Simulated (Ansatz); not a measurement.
Reaction (ligand exchange at a Zn–O bond): `[SiH3][O][ZnH]` + CH₃SH → `C[S][ZnH]` + `O[SiH3]`

Program: Ansatz. Geometries: PBE0-D4/def2-TZVP. ΔE: electronic, gas phase. CBS: MP2 limit from def2 TZ/QZ plus the TZ coupled-cluster correction, frozen cores. This one scheme is used for every species. DFT in def2-TZVPP. B3LYP here is the variant with VWN-RPA as its local correlation; programs differ in this. HSE06 is defined as in plane-wave codes. For Zn outer-core shells are correlated without core-valence functions, which leaves a few kJ/mol of doubt a bond. Scalar relativity is left out up to krypton.

| level | ΔE (kJ/mol) | difference from CCSD(T)/CBS |
| --- | --- | --- |
| PBE-D4 | -17.2 | -9.0 |
| r2SCAN-D4 | -11.0 | -2.8 |
| B97M-V | -7.3 | 0.9 |
| PBE0-D4 | -16.9 | -8.7 |
| HSE06-D4 | -17.1 | -8.9 |
| BHLYP-D4 | -6.8 | 1.4 |
| B2PLYP | -4.7 | 3.5 |
| r2SCAN | -11.0 | -2.8 |
| B3LYP | -7.7 | 0.5 |
| HSE06 | -16.9 | -8.7 |
| BHLYP | -6.0 | 2.2 |
| CCSD/def2-SVP | 14.9 | 23.1 |
| CCSD(T)/def2-SVP | 14.1 | 22.3 |
| SCS-MP2/def2-QZVPP | -2.0 | 6.2 |
| MP2/CBS(def2) | -10.0 | -1.8 |
| CCSD/CBS(def2) | -6.7 | 1.5 |
| CCSD(T)/CBS | -8.2 | 0 |

Largest T1 diagnostic among the species: 0.016.

At CCSD(T), def2-SVP lies +22.3 kJ/mol from the extrapolated value and def2-TZVPP +5.7 kJ/mol. Leaving LDA and LC-ωPBE aside and taking each functional with its dispersion term where it has one, the values, not all of them listed here, spread over 14.5 kJ/mol, from revPBE-D4 to CAM-B3LYP-D4.
